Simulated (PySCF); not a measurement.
Bonds (- single, = double, # triple, : aromatic): O1=S2, S2=O3, S2-O4, S2-C5, C5:C6, C6:C7, C7:C8, C8:C9, C9:C10, C10:C5. O4 carries H11; C6 carries H12; C7 carries H13; C8 carries H14; C9 carries H15; C10 carries H16.

Level of theory: NMR shieldings at CAM-B3LYP/pcSseg-1/GIAO, coordinates at the PBE0-D3(BJ)/def2-SVP level, in PySCF 2.14.0 with density-fitted response routines (one averaged value for each set of equivalent atoms, one conformer, in vacuum, non-relativistic Hamiltonian).

δ = σ(ref) − σ, references computed at the same level: 13C (182.45 ppm), 1H (31.33 ppm) vs TMS; H2O for 17O (338.55 ppm); CS2 for 33S (487.21 ppm).

```json
{"atoms": "O4", "nucleus": "17O", "count": "1", "δ (ppm)": "?"}
{"atoms": "O1/O3", "nucleus": "17O", "count": "2", "δ (ppm)": "228.1"}
{"atoms": "C6/C10", "nucleus": "13C", "count": "2", "δ (ppm)": "?"}
{"atoms": "H12/H16", "nucleus": "1H", "count": "2", "δ (ppm)": "8.14"}
{"atoms": "C5", "nucleus": "13C", "count": "1", "δ (ppm)": "150.3"}
{"atoms": "C7/C9", "nucleus": "13C", "count": "2", "δ (ppm)": "137.8"}
{"atoms": "H14", "nucleus": "1H", "count": "1", "δ (ppm)": "7.68"}
{"atoms": "H11", "nucleus": "1H", "count": "1", "δ (ppm)": "4.35"}
{"atoms": "H13/H15", "nucleus": "1H", "count": "2", "δ (ppm)": "7.62"}
{"atoms": "C8", "nucleus": "13C", "count": "1", "δ (ppm)": "143.3"}
{"atoms": "S2", "nucleus": "33S", "count": "1", "δ (ppm)": "?"}
```

Problem. Complete the table.

Solution. 
- C6/C10: 136.9 ppm, aromatic CH; the aromatic region
- O4: 232.3 ppm, oxygen bonded to S, H
- S2: 324 ppm, sulfonyl sulfur

OH and NH positions are those of a molecule without intermolecular hydrogen bonds; in solution they move with solvent, concentration and temperature, and exchange usually removes their couplings. Shifts are as computed, not scaled to solution data. Of 1211 compounds with measured shifts, 218 miss one by over three times the rms of a fit or turn the order of signals round; such compounds aren't used in these exercises. Experimental scales use liquid or dissolved standards, which lie at an offset from isolated H2O (liquid H2O: subtract about 36 ppm).
